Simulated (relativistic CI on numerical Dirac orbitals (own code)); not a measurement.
**C4+: computed level list**

Computed by Dirac-Coulomb-Breit CI, KLI orbitals optimised for each configuration, QED by a radiative potential, valence Slater integrals scaled by 0.85, configuration energies shifted to the measured levels that pair with them (semi-empirical) (own radial code, finite nucleus).

CI space: 1s², 1s2s, 1s2p, 1s3s, 1s3d, 1s3p, 1s4d, 1s4p, 1s5p, 1s6p. Levels of other configurations are missing.

```csv
No.,Configuration,Term,J,E (10³ cm⁻¹),%,Landé g
1,1s²,¹S,0,0.0,100,
2,1s2s,³S,1,2414.4,100,2.002
3,1s2s,¹S,0,2451.9,100,
4,1s2p,³P°,1,2455.2,100,1.501
5,1s2p,³P°,0,2455.2,100,
6,1s2p,³P°,2,2455.3,100,1.501
7,1s2p,¹P°,1,2481.4,100,1.000
8,1s3s,³S,1,2839.6,100,2.002
9,1s3s,¹S,0,2850.3,100,
10,1s3p,³P°,1,2851.3,100,1.501
11,1s3p,³P°,0,2851.3,100,
12,1s3p,³P°,2,2851.4,100,1.501
13,1s3d,³D,1,2857.3,100,0.499
14,1s3d,³D,2,2857.3,100,1.166
15,1s3d,³D,3,2857.3,100,1.334
16,1s3d,¹D,2,2857.5,100,1.001
17,1s3p,¹P°,1,2859.4,100,1.000
18,1s4p,³P°,1,2988.2,100,1.501
19,1s4p,³P°,0,2988.2,100,
20,1s4p,³P°,2,2988.2,100,1.501
21,1s4d,³D,1,2990.8,100,0.499
22,1s4d,³D,2,2990.8,100,1.167
23,1s4d,³D,3,2990.8,100,1.334
24,1s4d,¹D,2,2990.9,100,1.000
25,1s4p,¹P°,1,2991.7,100,1.000
26,1s5p,³P°,1,3051.2,100,1.501
27,1s5p,³P°,0,3051.2,100,
28,1s5p,³P°,2,3051.2,100,1.501
29,1s5p,¹P°,1,3053.0,100,1.000
30,1s6p,³P°,1,3085.3,100,1.501
31,1s6p,³P°,0,3085.3,100,
32,1s6p,³P°,2,3085.3,100,1.501
33,1s6p,¹P°,1,3086.4,100,1.000
```

Energies count from the lowest computed level; ° marks odd parity.

The mean weight of the leading LS term, summed over parents, in these 33 levels is 100 %, and that of the leading jj configuration (from the same eigenvectors) 86 %, so LS coupling describes them better.

Configurations whose levels could be paired with our table of measured levels were shifted onto them, all but the ground configuration, by the median error of their levels; single terms can still be off by 1,000 to 2,000 cm⁻¹ or more, and rates follow the energies as ν³ (E1, M1) or ν⁵ (E2). The others borrow a shift and can be off by several thousand cm⁻¹ or more. 14 of the 14 excited levels that our extract of the measured tables holds in this range could be paired (the sources list more); they are missed by 583 cm⁻¹ on average and 3090 at most, after the shifts were fitted to these levels, and levels without a partner can miss by more.
